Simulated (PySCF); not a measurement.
## Ionisation energy of Kr by level of theory

Kr [Kr] (1S) → Kr⁺ [Ar] 3d10 4s2 4p5 (2P), as a difference of total energies. Calculation: PySCF 2.14, in ANO-RCC-VTZP; scalar relativity by spin-free X2C-1e. Correlated levels: valence: [Ar] 3d10 frozen. The calculations carry no spin-orbit coupling.

```
           method  ionisation energy (eV)
              UHF                  13.046
    MP2 (valence)                  13.997
SCS-MP2 (valence)                  13.911
   CCSD (valence)                  13.876
CCSD(T) (valence)                  13.917
  CCSDT (valence)                  13.913
```

**Question.** How much does correlation contribute at CCSD(T) (valence)?

**Answer.** 13.917 − (13.046) = 0.871 eV, measured against UHF.

Errors of the correlated levels include the incompleteness of this basis and the frozen core.

For comparison: 14.222 eV (measured; NIST levels, between the centres of gravity of the two terms).
